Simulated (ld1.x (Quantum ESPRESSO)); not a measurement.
**u(r) = r·R(r): atom against pseudo-atom (Mg (Z = 12))**

Columns: radius, all-electron u(r) and pseudo u(r) of the 2p shell (level -48.62 eV) of magnesium in the configuration [He] 2s2 2p6 3s1 3p1; PBEsol, scalar-relativistic, RRKJ scheme, ld1.x (Quantum ESPRESSO) 7.5.

```tsv
r (bohr)	all-electron	pseudo
0.128	0.4234	0.2244
0.255	0.8861	0.7137
0.382	1.1105	1.1194
0.510	1.1481	1.2414
0.638	1.0796	1.1387
0.765	0.9643	0.9770
0.893	0.8333	0.8335
1.020	0.7059	0.7059
1.148	0.5884	0.5884
1.275	0.4860	0.4860
1.402	0.3982	0.3982
1.530	0.3238	0.3238
1.658	0.2620	0.2620
1.785	0.2117	0.2117
1.912	0.1706	0.1706
2.040	0.1371	0.1371
2.168	0.1100	0.1100
2.295	0.0883	0.0883
2.422	0.0707	0.0707
2.550	0.0565	0.0565
2.678	0.0451	0.0451
2.805	0.0360	0.0360
2.932	0.0288	0.0288
3.060	0.0229	0.0229
3.188	0.0182	0.0182
3.315	0.0145	0.0145
```

(1) How many radial nodes do the two functions have?

(2) At about which radius was the pseudo-wave matched?

(3) Where does each function peak?

(4) Is the pseudo-wave norm-conserving?

## Answers

(1) The all-electron 2p function has n − l − 1 = 0; the pseudo-wave has 0.

(2) 0.95 bohr, where the columns begin to agree (steps of 0.13 bohr).

(3) Outermost all-electron maximum near 0.51 bohr, pseudo maximum near 0.51 bohr (to the table’s step).

(4) Yes: the RRKJ scheme keeps the norm inside the radius equal to the all-electron one, which fixes the energy derivative of the logarithmic derivative at the level.
